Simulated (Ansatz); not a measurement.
`N[SiH]([SiH3])O[SiH3]` + `NC[SiH2]N` → `N[SiH2]C(N)[SiH3]` + `N[SiH2]O[SiH3]`  (formal exchange of groups at the Si–Si bond)

Calculated with Ansatz (gas phase, PBE0-D4/def2-TZVP geometries, no zero-point term in ΔE). CBS: MP2 limit from def2 TZ/QZ plus the TZ coupled-cluster correction, frozen cores. Functionals use def2-TZVPP. Each species was taken in one conformer, which may not be the lowest.

CCSD(T)/CBS gives -0.3 kJ/mol.

(1) Another level gave +11.7 kJ/mol. Which?
A. r2SCAN/def2-TZVPP
B. MP2/def2-TZVPP
C. PBE/def2-TZVPP
D. CCSD/def2-TZVPP

Largest T1 diagnostic among the species: 0.012.

Answers

(1) C. PBE 11.7, CCSD/def2-TZVPP 0.2, r2SCAN 4.5, MP2/def2-TZVPP -7.1 kJ/mol.
